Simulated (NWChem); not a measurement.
System: HSO3 cation; SMILES O=S(=O)=[OH+]

Here is an NWChem input.

```
start job
memory heap 200 mb stack 900 mb global 1100 mb
charge 1
geometry units angstroms noautoz
  O     -1.453718     0.171167     0.000000
  S     -0.046962    -0.096839     0.000000
  O      0.702811    -1.310277     0.000000
  O      0.894695     1.146257     0.000000
  H      0.416627     2.018030     0.000000
end
basis spherical
  O library def2-tzvp
  S library def2-tzvp
  H library def2-tzvp
end
dft
  xc b3lyp
  iterations 150
  mulliken
end
task dft energy
```

Structure relaxed at the B3LYP/6-31G* (spherical d) level.

Predict the main results of this run. (B3LYP/def2-TZVP.) Quantities: energy (Ha); highest occupied level (eV); orbital gap (eV).


```json
{
 "energy (Ha)": "-624.18",
 "highest occupied level (eV)": "-17.77",
 "orbital gap (eV)": "7.22"
}
```
